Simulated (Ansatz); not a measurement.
`CC(=N)S` + `N[SiH2]F` → `N=C(S)N[SiH2]F` + CH₄  (substitution at a C–C bond)

Isolated molecules relaxed with PBE0-D4/def2-TZVP in Ansatz; ΔE leaves out vibrations. CBS: MP2 limit from def2 TZ/QZ plus the TZ coupled-cluster correction, frozen cores. This one scheme is used for every species. Functionals use def2-TZVPP. B3LYP here is the variant with VWN-RPA as its local correlation; programs differ in this. Each species was taken in one conformer, which may not be the lowest.

| level | ΔE (kJ/mol) |
| --- | --- |
| r2SCAN-D4 | -19.4 |
| B3LYP | -11.9 |

Question: What does CCSD(T)/CBS give? (Best estimate.)

Answer: Computed: -9.8 kJ/mol. The listed levels differ from it by -9.6, -2.1 kJ/mol.

Largest T1 diagnostic among the species: 0.014.

In def2-TZVPP, CCSD(T) changes the Hartree–Fock value by −3.0 kJ/mol (the triples alone add −2.1 kJ/mol) and MP2 by −5.6 kJ/mol. The D4 term adds −7.0 kJ/mol with B3LYP and −4.0 kJ/mol with PBE0; it sums over pairs of atoms, weighted by their polarisabilities, and B3LYP, whose exchange is more repulsive, gets the larger term.
